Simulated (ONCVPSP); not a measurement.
Before and after: ONCV potential for copper (Cu)

- Element: copper
- Generator: ONCVPSP 4.0.1
- Type: optimised norm-conserving Vanderbilt (ONCV)
- Functional: LDA (Perdew-Wang 92)
- Relativity: scalar-relativistic
- Frozen core: [Ne]
- Valence charge: 19
- Reference configuration: 3s2 3p6 3d10 4s1
- Partial waves: 3s+4s: rc 1.25 bohr, ncon 5, nbas 8, qcut 9.8 1/bohr, 2 projectors; 3p: rc 0.65 bohr, ncon 4, nbas 7, qcut 11.1 1/bohr, 2 projectors, debl 0.8 Ha; 3d: rc 1.25 bohr, ncon 4, nbas 9, qcut 11.9 1/bohr, 2 projectors, debl 1.5 Ha
- Local potential: polynomial inside 0.55 bohr (lpopt 5, dvloc0 3 Ha)
- Core correction: Teter function, fcfact 2, rcfact 1.45

In the p channel the program set the typed energies aside and used -2.647, 0.250 Ha.

Change: core correction Teter function, fcfact 2, rcfact 0.96.

Cutoffs: the cutoffs (Ha) at which the residual kinetic energy of the hardest occupied pseudo-wave falls to 1 and 0.1 mHa per electron; they do not see the model core or the augmentation charge, which bear on the density cutoff. Errors are all-electron minus pseudo energies relative to the spin-unpolarised reference configuration.

Task: How do hardness, ghosts and transferability respond?

Result: The potential gets neither clearly harder nor softer (157 Ha and 316 Ha → 157 Ha and 316 Ha); the errors of the 3 common tests hardly move; neither file shows a bound ghost. A model core, the more so a compact one, raises the density cutoff, which this test does not measure.

```tsv
quantity	base	changed
cutoff, loose	157 Ha	157 Ha
cutoff, tight	316 Ha	316 Ha
bound ghosts	none	none
GHOST(+) flags under 300 eV	none	none
tests with a reliable result	3 of 4	3 of 4
error for 3s2 3p6 3d10 4s0, meV [ΔE 8.43 eV]	+3.5	+3.6
error for 3s2 3p6 3d9 4s0, meV [ΔE 30.12 eV]	+0.3	+0.3
error for 3s1 3p6 3d10 4s1, meV [ΔE 121.73 eV]	-230	-222
s: phases at 1.27 bohr within 0.05 rad from the reference energy up to (Ha; the scan ends near 5)	to the end of the scan	to the end of the scan
p: phases at 0.66 bohr within 0.05 rad from the reference energy up to (Ha; the scan ends near 5)	to the end of the scan	to the end of the scan
d: phases at 1.27 bohr within 0.05 rad from the reference energy up to (Ha; the scan ends near 5)	to the end of the scan	to the end of the scan
rms error of d²Exc/dni dnj with the model core, mHa	0.88	1.84
```
